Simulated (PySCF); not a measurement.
**Basis-set dependence of BePb at r²SCAN**

PySCF, UKS reference; triplet, unpaired electrons π ↑↑; De to Be + Pb without counterpoise correction.

| basis | relativity | functions | Re (Å) | ωe (cm⁻¹) | De (eV) | μ (D) |
| --- | --- | --- | --- | --- | --- | --- |
| def2-SVP | scalar-relativistic core potentials | 35 | 2.417 | 430 | 1.32 | -0.90 |
| def2-SVPD | scalar-relativistic core potentials | 44 | 2.415 | 429 | 1.33 | -0.80 |
| aug-cc-pVDZ/aug-cc-pVDZ-PP | scalar-relativistic core potentials | 55 | 2.406 | 427 | 1.33 | -0.67 |

Question: How does each smaller set differ from the one with most functions, aug-cc-pVDZ/aug-cc-pVDZ-PP?

Answer: def2-SVP: +1.1 pm, +0.7 % in ωe, -0.01 eV in De; def2-SVPD: +0.9 pm, +0.5 % in ωe, +0.00 eV in De. All at r²SCAN; the set with most functions is neither the basis-set limit nor always the best.

A positive dipole means Be(−)Pb(+). These are scalar-relativistic numbers at best; spin–orbit coupling would shift them, the dissociation energy most. The state was picked by a PBE0 search and need not be the measured ground state.
